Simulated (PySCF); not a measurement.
Chain-length series, n-germane silyl/silyl (end groups after the name). Isolated molecules, 0 K electronic values unless said otherwise. One relaxed conformer stands for each flexible species; it need not be the lowest. Strings in code marks are SMILES. All members: neutral, multiplicity 1. Level: r2SCAN-D4/def2-TZVP // r2SCAN-D4/def2-SVP (PySCF). Delta-SCF ions had no search for a lower state.  The ionisation energy is E(N − 1 electrons) − E(N electrons) at the parent's geometry.

```tsv
species	n (atoms other than H)	1/n	vertical ionisation energy (Delta-SCF) (eV)
`[SiH3][GeH2][GeH2][GeH2][GeH2][GeH2][GeH2][GeH2][SiH3]`	9	0.1111	7.84
`[SiH3][GeH2][GeH2][GeH2][GeH2][GeH2][GeH2][SiH3]`	8	0.1250	8.00
`[SiH3][GeH2][GeH2][GeH2][GeH2][GeH2][SiH3]`	7	0.1429	8.18
`[SiH3][GeH2][GeH2][GeH2][GeH2][SiH3]`	6	0.1667	withheld
`[SiH3][GeH2][GeH2][GeH2][SiH3]` (Si–Ge–Ge–Ge torsion 175°, Ge–Ge–Ge–Si torsion 178°)	5	0.2000	8.72
`[SiH3][GeH2][GeH2][SiH3]` (Si–Ge–Ge–Si torsion 178°)	4	0.2500	9.13
```

**Question.** Fit vertical ionisation energy (Delta-SCF) = a + b·x to the 5 complete rows by least squares, with x = 1/n. Give a, b and the rms residual, and predict the withheld value.

**Answer.** Means of the 5 rows: x̄ = 0.1658, ȳ = 8.374 eV. Σ(x − x̄)² = 0.01344 and Σ(x − x̄)(y − ȳ) = 0.1244, so b = 9.256 and a = ȳ − b·x̄ = 6.839 eV. The rms residual is 0.022 eV. At x = 0.1667 the line gives 8.38 eV. The run for `[SiH3][GeH2][GeH2][GeH2][GeH2][SiH3]` gave 8.42 eV, so the line is off by 0.04 eV, within twice the rms residual.

Codes: PySCF.
